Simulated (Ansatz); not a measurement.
Al4Ga4, relaxed as a singlet with RKS PBE0-D4/def2-SVP in Ansatz, starting from the GFN1-xTB geometry. Force threshold 0.02 eV/Å.

The restricted singlet is unstable towards broken spin symmetry in Hartree–Fock (as tested in another run); at PBE0-D4/def2-SVP this wasn't settled. Another isomer (singlet) lies 1.05 eV lower at PBE0-D4/def2-TZVP; other spin states weren't run for this one.

Start:

```
atom    x (Å)    y (Å)    z (Å)
 Al1  -0.4752   1.6194   0.6015
 Al2  -2.8312  -1.5608  -0.4599
 Al3  -2.0402   0.7889  -1.3655
 Al4   1.0578  -2.1054   1.8259
 Ga5   2.9789   0.2694  -1.3129
 Ga6   0.6828   1.5848  -1.8076
 Ga7   1.8685   0.1972   1.0109
 Ga8  -1.2415  -0.7935   1.5075
```

(1) Estimate the energy that the relaxation releases and the steps that it takes.

(2) Does the start keep its bonding?

(3) Predict the relaxed structure.

Results:

(1) 1.40 eV, in 26 steps; 3.5 min on 4 threads of Arm Neoverse V2 on a shared host. No frequencies were taken in this run, so the end may be a saddle point.

(2) Bonds formed: Al1–Al4, Al1–Ga5, Al3–Ga8 (atoms count from 1).

(3) 
| atom | x (Å) | y (Å) | z (Å) |
| --- | --- | --- | --- |
| Al1 | -0.0583 | 0.5963 | 0.3714 |
| Al2 | -2.9691 | 0.2485 | 0.3668 |
| Al3 | -1.6074 | -0.4191 | -1.7213 |
| Al4 | 0.8392 | -1.4912 | 1.7037 |
| Ga5 | 2.2897 | 1.6593 | -0.6756 |
| Ga6 | 0.5238 | 0.8479 | -2.1684 |
| Ga7 | 2.4566 | 0.3502 | 1.4096 |
| Ga8 | -1.4744 | -1.7920 | 0.7139 |
Bond lengths (bridged metal pairs left out): 9 × Al–Ga 2.47 to 2.80 Å; 3 × Al–Al 2.58 to 2.79 Å; 2 × Ga–Ga 2.45 to 2.47 Å.
